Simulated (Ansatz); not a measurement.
The cluster B4H4⁻ (the lowest doublet isomer of a short search), 8 atoms. Hardware: 4 threads of Arm Neoverse V1 on a shared host.

Correlated methods freeze 4 core orbitals.

Q: How many basis functions does each of these Ansatz runs have, and roughly what does it cost? HF/6-31G, charge -1 doublet, energy; PBE-D4/def2-TZVPD, charge 0 singlet at the geometry of the charge -1 doublet, energy, from earlier orbitals; r2SCAN-D4/def2-TZVPD, charge -1 doublet, frequencies; B97M-V/def2-TZVPD, charge -1 doublet, energy, from earlier orbitals; PBE-D4/def2-TZVPD, charge -1 doublet, energy, from earlier orbitals; CCSD(T)/def2-TZVPPD, charge 0 singlet at the geometry of the charge -1 doublet, energy, from earlier orbitals; r2SCAN-D4/def2-TZVPD, charge 0 singlet at the geometry of the charge -1 doublet, energy, from earlier orbitals; r2SCAN-D4/def2-TZVPD, charge 0 triplet at the geometry of the charge -1 doublet, energy, from earlier orbitals; PBE0-D4/def2-TZVPD, charge -1 doublet, energy, from earlier orbitals; PBE-D4/def2-TZVPD, charge 0 triplet at the geometry of the charge -1 doublet, energy, from earlier orbitals; PBE0-D4/def2-SVP, charge -1 doublet, energy with a search over starts; RPA@PBE/def2-TZVPD, charge -1 doublet, energy, from earlier orbitals.

A: Other jobs shared the machine, so times can vary by a factor of up to 3. A dash marks memory too small to be measured apart from the calling script's.

| run | functions | fitting or Cholesky vectors | wall time | peak host memory (GiB) |
| --- | --- | --- | --- | --- |
| HF/6-31G, charge -1 doublet, energy | 44 | 632 | 0.2 s | – |
| PBE-D4/def2-TZVPD, charge 0 singlet at the geometry of the charge -1 doublet, energy, from earlier orbitals | 184 | 864 | 1.2 s | – |
| PBE0-D4/def2-SVP, charge -1 doublet, energy with a search over starts | 76 | 848 | 1.4 s | – |
| r2SCAN-D4/def2-TZVPD, charge 0 singlet at the geometry of the charge -1 doublet, energy, from earlier orbitals | 184 | 864 | 2.5 s | – |
| PBE-D4/def2-TZVPD, charge -1 doublet, energy, from earlier orbitals | 184 | 864 | 2.5 s | – |
| PBE-D4/def2-TZVPD, charge 0 triplet at the geometry of the charge -1 doublet, energy, from earlier orbitals | 184 | 864 | 2.9 s | – |
| PBE0-D4/def2-TZVPD, charge -1 doublet, energy, from earlier orbitals | 184 | 864 | 3 s | – |
| RPA@PBE/def2-TZVPD, charge -1 doublet, energy, from earlier orbitals | 184 | 1214 | 4 s | – |
| B97M-V/def2-TZVPD, charge -1 doublet, energy, from earlier orbitals | 184 | 864 | 8 s | – |
| r2SCAN-D4/def2-TZVPD, charge 0 triplet at the geometry of the charge -1 doublet, energy, from earlier orbitals | 184 | 864 | 11 s | – |
| CCSD(T)/def2-TZVPPD, charge 0 singlet at the geometry of the charge -1 doublet, energy, from earlier orbitals | 216 | 1244 | 30 s | 3.2 |
| r2SCAN-D4/def2-TZVPD, charge -1 doublet, frequencies | 184 | 864 | 1.8 min | – |
